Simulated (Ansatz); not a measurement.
The cluster ZnSe₂⁻. Total charge -1; doublet. Geometry r2SCAN-D4/def2-TZVPD, basis def2-TZVPD, Ansatz.

```xyz
3

Zn    0.000    0.000    0.000
Se    0.607    1.649   -1.387
Se   -0.607   -1.649    1.387
```

| run | HOMO (eV) | LUMO (eV) |
| --- | --- | --- |
| A | -0.78 | -0.74 |
| B | -3.12 | 2.93 |
| C | -3.47 | 1.68 |
| D | -1.00 | -0.73 |
| E | -3.16 | 1.26 |
| F | -2.40 | 0.52 |

LC-ωPBE has ω = 0.4 bohr⁻¹. HOMO above LUMO, or a gap near zero within one spin, warns that the state may not be the lowest or that an electron is smeared out. The structure comes from a short search, and lower isomers may exist.

HOMO and LUMO are taken over both spins.

The runs used CAM-B3LYP, HF, LC-ωPBE, PBE, r2SCAN, ωB97X-V. Estimate which is which.

A PBE (0 % exact exchange); B HF (100 % exact exchange); C LC-ωPBE (range-separated); D r2SCAN (0 % exact exchange); E ωB97X-V (range-separated); F CAM-B3LYP (range-separated). Exact exchange lowers occupied and raises empty levels; among semilocal functionals meta-GGAs tend to open the gap a little, and such runs are hard to tell apart. The gap grows from 0.04 eV (PBE) to 6.05 eV (HF). At PBE-D4/def2-TZVPD the gap within one spin of the charge -1 doublet nearly closes, so an electron or hole may be smeared out by delocalisation error.
